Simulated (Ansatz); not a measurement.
Geometry optimisation, RHF/def2-SVP in Ansatz 0.2.0.

Input file:

```yaml
crystal:
  periodic: [false, false, false]
  atoms:
    - { symbol: Ge, position_ang: [0.143787, 0.005847, -0.018972] }
    - { symbol: Cl, position_ang: [1.074546, -0.294283, 1.944838] }
    - { symbol: H, position_ang: [1.551972, 0.184259, -0.581562] }
    - { symbol: H, position_ang: [-0.703725, 1.275176, 0.001482] }
    - { symbol: C, position_ang: [-0.836637, -1.575544, -0.58265] }
    - { symbol: H, position_ang: [-1.67966, -1.748824, 0.08637] }
    - { symbol: H, position_ang: [-1.218148, -1.436556, -1.595623] }
    - { symbol: H, position_ang: [-0.187634, -2.450374, -0.564883] }
basis:
  gaussian: { orbitals: def2-SVP }
hamiltonian:
  xc: hf
relax:
  f_tol: 0.03
  max_steps: 50
```

Command:

```bash
$ ansatz run input.yaml --threads 1 --pin off --max-ram 2048MiB --backend cpu --events-out ev --progress --plain --runs-dir out
```

Q: Where does it end, and by what steps?

A: It converged. After 5 steps the energy has fallen by 0.273 eV; H3 moved furthest, 0.27 Å.

```json
{"step": "0", "energy less start (eV)": "0.0000", "largest force component (eV/Å)": "1.054", "accepted": "yes"}
{"step": "1", "energy less start (eV)": "-0.2400", "largest force component (eV/Å)": "0.367", "accepted": "yes"}
{"step": "2", "energy less start (eV)": "-0.2381", "largest force component (eV/Å)": "0.383", "accepted": "no"}
{"step": "3", "energy less start (eV)": "-0.2692", "largest force component (eV/Å)": "0.105", "accepted": "yes"}
{"step": "4", "energy less start (eV)": "-0.2727", "largest force component (eV/Å)": "0.030", "accepted": "yes"}
{"step": "5", "energy less start (eV)": "-0.2728", "largest force component (eV/Å)": "0.003", "accepted": "yes"}
```

```xyz
8
Properties=species:S:1:pos:R:3
Ge 0.214 -0.003 0.007
Cl 0.903 -0.357 2.047
H 1.468 0.218 -0.841
H -0.638 1.265 0.051
C -0.803 -1.564 -0.561
H -1.654 -1.721 0.101
H -1.171 -1.423 -1.578
H -0.174 -2.454 -0.537
```

Time of the run: 6.2 s on 1 thread of AMD EPYC 9R45 96-Core Processor (Zen 5), on a shared host, peak memory 0.19 GiB.
